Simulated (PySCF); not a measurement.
A species of formula C7H11O2P has this rotational fingerprint, computed with PBE0/pcSseg-1 in PySCF (dipole) on a GFN2-xTB geometry, gas phase:

```
Rotational constants : A = 3712, B = 402.4, C = 379.8 MHz
Dipole components    : |μa| = 0.62 D, |μb| = 0.91 D, |μc| = 0.66 D
Inertial defect      : -61.42 u·Å²
κ                    : -0.99
```

**Question.** Which structure is it? (One computed conformer of each.)
A. `[CH2:1]=[CH:2][C@@H:3]1[CH2:4][P@:5]1(=[O:6])[CH2:7][C:8]([CH3:9])=[O:10]` with C1–C2–C3–C4 13°, C4–P5–C7–C8 85°, P5–C7–C8–C9 161°
B. `[OH:1][CH2:2][CH2:3][CH2:4][PH:5][c:6]1[cH:7][cH:8][cH:9][o:10]1` with H–O1–C2–C3 58°, O1–C2–C3–C4 176°, C2–C3–C4–P5 174°, C3–C4–P5–C6 165°, C4–P5–C6–C7 49°
C. `[CH:1]#[C:2][CH2:3][P:4]([CH2:5][CH3:6])[C:7](=[O:8])[O:9][CH3:10]` with C2–C3–P4–C5 -52°, C3–P4–C5–C6 -45°, C3–P4–C7–O8 -17°, P4–C7–O9–C10 177°
D. `[CH3:1][C:2]#[C:3][P:4]1(=[O:5])[CH2:6][CH2:7][O:8][CH2:9][CH2:10]1` with C3–P4–C6–C7 -63°, P4–C6–C7–O8 -58°, C6–C7–O8–C9 70°, C7–O8–C9–C10 -70°
E. `[CH:1]#[C:2][P@@:3](=[O:4])([OH:5])[CH:6]1[CH2:7][CH2:8][CH2:9][CH2:10]1` with C2–P3–O5–H -113°, C2–P3–C6–C7 -57°, P3–C6–C7–C8 131°, C6–C7–C8–C9 -33°, C7–C8–C9–C10 42°, C8–C9–C10–C6 -34°
F. `[CH3:1][O:2][C:3]1=[CH:4][P@@:5]([CH3:6])(=[O:7])[CH:8]=[C:9]1[CH3:10]` with C1–O2–C3–C4 -2°

**Answer.** B. It is OCCCPc1ccco1, a near-prolate asymmetric top, point group C1. The candidates at the same level (rigid rotor, commonest isotopes):

```
                     SMILES  A (MHz)  B (MHz)  C (MHz)  μa (D)  μb (D)  μc (D)  Δ (u·Å²)  point group                        rotor
               OCCCPc1ccco1     3712    402.4    379.8    0.62    0.91    0.66    -61.42           C1  near-prolate asymmetric top
           CC#CP1(=O)CCOCC1     1486    864.0    715.2    1.88    4.33    0.00   -218.41      near Cs               asymmetric top
    COC1=C[P@@](C)(=O)C=C1C     1816    838.5    675.5    3.85    0.05    3.21   -132.81           C1               asymmetric top
C=C[C@@H]1C[P@]1(=O)CC(C)=O     1759    846.8    684.0    0.04    4.74    0.95   -145.19           C1               asymmetric top
           C#CCP(CC)C(=O)OC     2257    691.8    623.8    1.19    2.00    0.20   -144.25           C1  near-prolate asymmetric top
     C#C[P@@](=O)(O)C1CCCC1     1701    940.4    845.4    2.19    0.99    1.78   -236.74           C1               asymmetric top
```

`C#CCP(CC)C(=O)OC` has B 72 % too high; `COC1=C[P@@](C)(=O)C=C1C` has B 108 % too high; `C=C[C@@H]1C[P@]1(=O)CC(C)=O` has B 110 % too high; `CC#CP1(=O)CCOCC1` has B 115 % too high; `C#C[P@@](=O)(O)C1CCCC1` has B 134 % too high. No structure here is proved a minimum.
